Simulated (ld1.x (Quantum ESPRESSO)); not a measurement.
## Sr (Z = 38), PAW: configuration errors across variants

ld1.x (Quantum ESPRESSO) 7.5 input, shortened:

```
&input
   title='Sr', zed=38., rel=1, dft='PBESOL', iswitch=3,
   config='[Kr] 4d0 5s1 5p0'
 /
 &inputp
   pseudotype=3, lpaw=.true., tm=.true., lloc=-2, rcloc=1.90,
   nlcc=.true., new_core_ps=.true.,
   which_augfun='PSQ', rmatch_augfun_nc=.true.
 /
6
4S  1  0   2.00   0.00  1.75  2.20  0.0
5S  2  0   1.00   0.00  1.75  2.20  0.0
4P  2  1   6.00   0.00  2.05  2.25  0.0
5P  3  1   0.00   0.00  2.05  2.25  0.0
4D  3  2   0.00   0.00  2.70  2.85  0.0
4D  3  2   0.00   1.80  2.70  2.85  0.0
 &test
   configts(1)='4s2 4p6 4d0 5s1 5p0'
 /
```

All-electron excitation energies from the reference (eV): (1) 4s2 4p6 4d0 5s2 5p0 -5.896; (2) 4s2 4p6 4d0 5s0 5p0 10.895; (3) 4s2 4p6 4d0 5s1.5 5p0 -3.550; (4) 4s2 4p6 4d0 5s0 5p2 -1.174; (5) 4s2 4p5 4d0 5s2 5p0 22.404; (6) 4s1 4p6 4d0 5s2 5p0 41.103; (7) 4s2 4p6 4d0 5s0 5p1 2.924.

The overlap operator is not positive definite (basis up to 400 Ry) in “base”, “local potential all-electron potential smoothed inside 1.10 bohr (lloc = -2)”. Such files are unfit for use, however small their errors in these radial tests.

Errors AE − PS in meV (a dash: test not solved or not reliable):

```csv
change,(1),(2),(3),(4),(5),(6),(7),bound ghosts
base,+0.1,-0.8,+0.1,-0.1,-28,-42,-0.2,not determined (overlap not positive)
local potential all-electron potential smoothed inside 1.10 bohr (lloc = -2),+0.4,-0.7,+0.2,+0.5,-2.4,+8.6,+0.1,not determined (overlap not positive)
local potential all-electron potential smoothed inside 1.42 bohr (lloc = -2),+0.4,-0.8,+0.2,+0.5,-5.6,-3.0,+0.1,none
local potential all-electron potential smoothed inside 1.78 bohr (lloc = -2),+0.3,-0.7,+0.1,+0.4,-18,-32,+0.1,none
local potential all-electron potential smoothed inside 2.00 bohr (lloc = -2),+0.8,-0.8,+0.3,+0.3,-2.9,-5.0,0.0,none
local potential all-electron potential smoothed inside 2.42 bohr (lloc = -2),+0.3,-0.8,+0.2,+0.3,-12,-19,0.0,none
local potential all-electron potential smoothed inside 2.58 bohr (lloc = -2),+0.3,-0.8,+0.2,+0.3,-12,-20,0.0,none
local potential all-electron potential smoothed inside 2.96 bohr (lloc = -2),+0.3,-0.8,+0.2,+0.3,-14,-23,0.0,none
```

Task: Give the same row for: local potential all-electron potential smoothed inside 3.24 bohr (lloc = -2).

Result: +0.3, -0.9, +0.1, +0.3, -18, -29, 0.0; bound ghosts: none.
